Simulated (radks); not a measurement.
Species: La5+. Configuration: [Kr] 4d10 5s2 5p4. Calculated with a radial shooting solver on a logarithmic mesh with Libxc functionals: Dirac Kohn-Sham, PBE, spin-unpolarised, spherical densities, point nucleus; open shells are shared between the two j in proportion to 2j + 1.

Unscreened Slater integrals over Kohn-Sham orbitals (eV). Large and small components are both included. Empty in this configuration: 4f5/2.

\begin{tabular}{lr}
integral & value \\ \hline
F0(5p3/2,5p3/2) & 14.539 \\
F2(5p3/2,5p3/2) & 7.9375 \\
F0(5p3/2,5p1/2) & 14.787 \\
G2(5p3/2,5p1/2) & 8.0251 \\
F0(5p3/2,5s1/2) & 15.359 \\
G1(5p3/2,5s1/2) & 10.338 \\
F0(5p3/2,4d5/2) & 17.937 \\
F2(5p3/2,4d5/2) & 5.4475 \\
G1(5p3/2,4d5/2) & 1.5909 \\
G3(5p3/2,4d5/2) & 1.5618 \\
F0(5p3/2,4f5/2) & 17.025 \\
F2(5p3/2,4f5/2) & 6.4928 \\
G2(5p3/2,4f5/2) & 3.5417 \\
G4(5p3/2,4f5/2) & 2.7652 \\
F0(5p1/2,5p1/2) & 15.054 \\
F0(5p1/2,5s1/2) & 15.672 \\
G1(5p1/2,5s1/2) & 10.817 \\
F0(5p1/2,4d5/2) & 18.486 \\
G3(5p1/2,4d5/2) & 1.7309 \\
F0(5p1/2,4f5/2) & 17.496 \\
G2(5p1/2,4f5/2) & 3.8999 \\
F0(5s1/2,5s1/2) & 16.400 \\
F0(5s1/2,4d5/2) & 19.850 \\
G2(5s1/2,4d5/2) & 2.3512 \\
F0(5s1/2,4f5/2) & 18.648 \\
G3(5s1/2,4f5/2) & 4.0263 \\
F0(4d5/2,4d5/2) & 31.915 \\
F2(4d5/2,4d5/2) & 16.271 \\
F4(4d5/2,4d5/2) & 10.885 \\
F0(4d5/2,4f5/2) & 27.506 \\
F2(4d5/2,4f5/2) & 13.153 \\
F4(4d5/2,4f5/2) & 8.3795 \\
G1(4d5/2,4f5/2) & 15.591 \\
G3(4d5/2,4f5/2) & 9.7203 \\
G5(4d5/2,4f5/2) & 6.8542 \\
F0(4f5/2,4f5/2) & 24.422 \\
F2(4f5/2,4f5/2) & 11.647 \\
F4(4f5/2,4f5/2) & 7.3118 \\
\end{tabular}
